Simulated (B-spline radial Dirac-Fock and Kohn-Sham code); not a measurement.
## Two-hole binding energies of Nb

System: neutral niobium, configuration [Kr] 4d3 5s2 (not the ground configuration).

Method: ΔSCF Dirac-Fock with Breit, self-energy and vacuum polarisation, finite nucleus, configuration average. Computed with a radial atomic solver. U is the two-hole binding energy less the two single-hole energies, the effective repulsion of the holes after relaxation. Each two-hole energy is an average over J within one jj subconfiguration.

```csv
holes,E(a) (eV),E(b) (eV),E(ab) (eV),U (eV)
1s⁻¹ 2p3/2⁻¹,18994.3,2380.7,21533.7,158.7
1s⁻¹ 3p1/2⁻¹,18994.3,390.5,19431.8,47.0
1s⁻¹ 3d3/2⁻¹,18994.3,216.0,19250.4,40.1
1s⁻¹ 3d5/2⁻¹,18994.3,213.3,19247.2,39.6
2s⁻¹ 2p3/2⁻¹,2712.8,2380.7,5182.1,88.6
2p1/2⁻¹ 2p3/2⁻¹,2475.0,2380.7,4965.2,109.4
2p3/2⁻²,2380.7,2380.7,4871.7,110.3
2s⁻¹ 3p3/2⁻¹,2712.8,374.8,3127.0,39.4
2s⁻¹ 3d3/2⁻¹,2712.8,216.0,2970.0,41.3
2s⁻¹ 3d5/2⁻¹,2712.8,213.3,?,?
2p3/2⁻¹ 3s⁻¹,2380.7,480.6,2901.0,39.7
2p1/2⁻¹ 3p3/2⁻¹,2475.0,374.8,2890.5,40.7
2p3/2⁻¹ 3p1/2⁻¹,2380.7,390.5,2812.7,41.5
2p3/2⁻¹ 3d5/2⁻¹,2380.7,213.3,2634.3,40.4
```

Question: Give the missing two-hole energy and U.

Answer: E(ab) = 2966.9 eV and U = 40.9 eV.
